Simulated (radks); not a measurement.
The numbers below are computed, except where a source is named.
Orbital eigenvalues (eV) of neutral antimony, [Kr] 4d10 5s2 5p3, at several levels of relativity; Dirac values are averaged over j with weights 2j + 1. Spin-unpolarised spherical Kohn-Sham, PBE, point nucleus unless stated (finite: rms radius 4.6802 fm), a radial shooting solver on a logarithmic mesh with Libxc functionals. A level marked "c x" has the speed of light scaled by that factor and shares open shells by 2j + 1; other Dirac levels either fill j = l - 1/2 first or share by 2j + 1.

shell  non-rel.  scalar-rel.  Dirac, low j first  Dirac, c x 5  change of magnitude, last against first (%)
1s       -29171       -30306              -30285        -29212                                        +0.14
2s      -4335.0      -4611.6             -4606.8       -4345.1                                        +0.23
2p      -4061.7      -4140.0             -4141.8       -4064.7                                        +0.07
3s      -847.37      -904.13             -903.00       -849.44                                        +0.24
3p      -733.90      -750.40             -750.60       -734.54                                        +0.09
3d      -523.34      -515.87             -515.01       -523.03                                        -0.06
4s      -137.81      -148.83             -148.44       -138.21                                        +0.29
4p      -99.421      -101.79             -101.67       -99.514                                        +0.09
4d      -35.248      -33.508             -33.216       -35.178                                        -0.20
5s      -11.896      -12.831             -12.652       -11.929                                        +0.28
5p      -4.8978      -4.8280             -4.7158       -4.8952                                        -0.05
